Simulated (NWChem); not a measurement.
System: BP3H6; SMILES PB(P)P

```xyz
10

B     -0.0311     0.0001    -0.0385
P      1.8660    -0.0031    -0.0469
H      2.1548    -1.0748     0.8448
H      2.1584     1.0678     0.8448
P     -0.9729    -1.6448     0.0783
H     -0.0964    -2.4955    -0.6521
H     -1.9555    -1.4812    -0.9388
P     -0.9674     1.6480     0.0783
H     -1.9506     1.4877    -0.9388
H     -0.0882     2.4959    -0.6522
```
Atoms are numbered in this order, from 1.

All runs: NWChem. Pople sets run with spherical d functions. All runs use the structure optimised with PBE0/def2-SVP. Level: PBE0/6-31+G*; rows give the wavelength of the field.

| field | isotropic polarisability (bohr³) | anisotropy (bohr³) |
|---|---|---|
| static | 94.8 | 40.8 |
| 1065 nm | 96.7 | 42.4 |
| 589 nm | 101.6 | 46.7 |
